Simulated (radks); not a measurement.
Valence configurations of neutral manganese (all share [Ar]). Method: scalar-relativistic Kohn-Sham, r2SCAN, spin-polarised, spherical densities, finite nucleus; open shells are filled with parallel spins first; meta-GGA in the generalised Kohn-Sham scheme; Fermi nuclear charge, rms radius 3.7057 fm; computed with a radial shooting solver on a logarithmic mesh with Libxc functionals. Energies are relative to 3d5 4s2; eigenvalues in eV for spin up.

valence          E (eV)  moment (Bohr magnetons)    e(3d)   e(4p)   e(4s)
3d5 4s2           0.000                        5   -8.707       -  -5.759
3d5.5 4s1.5       1.049                        5   -6.571       -  -5.395
3d5 4s1.5 4p0.5   1.317                        6   -9.409  -2.114  -6.542
3d5 4s1 4p1       1.938                        7   -9.869  -2.557  -7.056
3d6 4s1           2.132                        5   -4.900       -  -5.085
3d7               6.348                        3   -3.618       -       -
3d4 4s2 4p1       9.526                        5  -14.961  -3.068  -8.046
3d4 4s1 4p2      11.519                        7  -15.862  -3.894  -9.123

NIST lists [Ar] 3d5 4s2 as the ground configuration; this level of theory agrees among the configurations tried. The energies are those of spherical high-spin densities, not of single terms.
